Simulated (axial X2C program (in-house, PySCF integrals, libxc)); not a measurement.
How the levels of RuCl⁺ (d6 s0 p(π)0 orbitals) move with the bond length

Calculated with an axial X2C code built on PySCF integrals: two-component X2C with atomic mean-field Coulomb and Gaunt terms, basis Ru dyall-v3z, Cl dyall-v3z (cores contracted in-house). Orbitals come from Hartree–Fock averaged over the configuration Ru d6 s0 p(π)0; CI then distributes these electrons over the d, s, p(π) shells of Ru.

At R = 2.238 Å:

```
Ω  energy (cm⁻¹)     g∥  configuration
4              0  11.98        100% d6
3            412   8.05        100% d6
2            842   4.09        100% d6
1           1289   0.10        100% d6
0           1746   0.00        100% d6
0           1764   0.00        100% d6
3           3661   9.94        100% d6
2           3826   5.95        100% d6
1           3988   2.23        100% d6
0           4083   0.00        100% d6
0           4381   0.00        100% d6
1           4477   5.68        100% d6
2           7495   7.95        100% d6
1           7531   3.98        100% d6
```

g∥ is the magnitude of 2⟨Lz + ge Sz⟩ for the +Ω component. The lowest 14 levels at most are listed.

At R = 2.417 Å:

```json
{"Ω": "4", "energy (cm⁻¹)": "0", "g∥": "11.99", "configuration": "100% d6"}
{"Ω": "3", "energy (cm⁻¹)": "397", "g∥": "8.07", "configuration": "100% d6"}
{"Ω": "2", "energy (cm⁻¹)": "818", "g∥": "4.13", "configuration": "100% d6"}
{"Ω": "1", "energy (cm⁻¹)": "1264", "g∥": "0.15", "configuration": "100% d6"}
{"Ω": "0", "energy (cm⁻¹)": "1726", "g∥": "0.00", "configuration": "100% d6"}
{"Ω": "0", "energy (cm⁻¹)": "1753", "g∥": "0.00", "configuration": "100% d6"}
{"Ω": "3", "energy (cm⁻¹)": "3137", "g∥": "9.92", "configuration": "100% d6"}
{"Ω": "2", "energy (cm⁻¹)": "3298", "g∥": "5.93", "configuration": "100% d6"}
{"Ω": "1", "energy (cm⁻¹)": "3439", "g∥": "2.31", "configuration": "100% d6"}
{"Ω": "0", "energy (cm⁻¹)": "3513", "g∥": "0.00", "configuration": "100% d6"}
{"Ω": "0", "energy (cm⁻¹)": "3857", "g∥": "0.00", "configuration": "100% d6"}
{"Ω": "1", "energy (cm⁻¹)": "3922", "g∥": "5.55", "configuration": "100% d6"}
{"Ω": "2", "energy (cm⁻¹)": "6572", "g∥": "7.94", "configuration": "100% d6"}
{"Ω": "1", "energy (cm⁻¹)": "6645", "g∥": "3.98", "configuration": "100% d6"}
```

The lowest level lies 1701 cm⁻¹ above the lowest at the first distance.

Problem. How does the gap from the lowest to the fifth level change between the two distances?

Solution. From 1746 to 1726 cm⁻¹, a factor of 0.99.

Dynamic correlation is missing, so gaps between terms are too wide and other configurations may lie lower; the lowest level listed is that of this model, not necessarily the ground state. For d shells the ligand-field splittings (σ, π, δ) and their order can be off by a thousand cm⁻¹ or more. At most 4 roots were kept for each Ω > 0 (twice that for Ω = 0) within 3.2 eV of the lowest, so higher up levels can be missing between those listed; levels with Ω > 0 are doubly degenerate and listed once, Ω = 0 levels singly. Some active spinors are only partly of the character that their shell is named for, so the shell names and counts are nominal. States that fill the shells left empty in the average are placed too high.
